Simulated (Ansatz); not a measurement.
Geometry optimisation, UKS B3LYP/def2-SVP in Ansatz 0.2.0.

Input:

```yaml
crystal:
  periodic: [false, false, false]
  atoms:
    - { symbol: Al, position_ang: [0.0, 0.0, 0.0] }
    - { symbol: H, position_ang: [0.0, 0.0, 1.81] }
    - { symbol: Cl, position_ang: [1.9312, 0.0, -1.115] }
    - { symbol: Cl, position_ang: [-1.9312, 0.0, -1.115] }
    - { symbol: Cl, position_ang: [0.0, 0.0, 3.48] }
magnetization:
  spin_polarized: true
  initial_magnetization: 1
basis:
  gaussian: { orbitals: def2-SVP }
hamiltonian:
  xc: b3lyp
relax:
  f_tol: 0.15
  max_steps: 25
  restrain:
    - { distance: [1, 4], at: 1.37, k: 30.0 }
    - { distance: [0, 1], at: 2.76, k: 30.0 }
output:
  orbitals: {}
```

Launched with:

```bash
$ ansatz run input.yaml --threads 2 --pin off --max-ram 3072MiB --backend cpu --events-out ev --progress --plain --runs-dir out
```

Where does it end, and by what steps?

It converged. The restraints hold the end off the free minimum. After 4 steps the energy has fallen by 0.556 eV (the restraints' own energy left out); H2 moved furthest, 0.59 Å.

```
step  energy less start (eV)  largest force component (eV/Å)  accepted
   0                  0.0000                           1.509       yes
   1                 -0.3853                           1.779       yes
   2                 -0.4564                           0.959       yes
   3                 -0.5165                           0.977       yes
   4                 -0.5560                           0.995       yes
```

```xyz
5
Properties=species:S:1:pos:R:3
Al 0.000 0.000 -0.355
H 0.000 0.000 2.405
Cl 1.862 0.000 -1.366
Cl -1.862 0.000 -1.366
Cl 0.000 0.000 3.743
```

Time of the run: 12 s on 2 threads of AMD EPYC 7R32 (Zen 2), with other jobs on the host, peak memory 0.24 GiB.
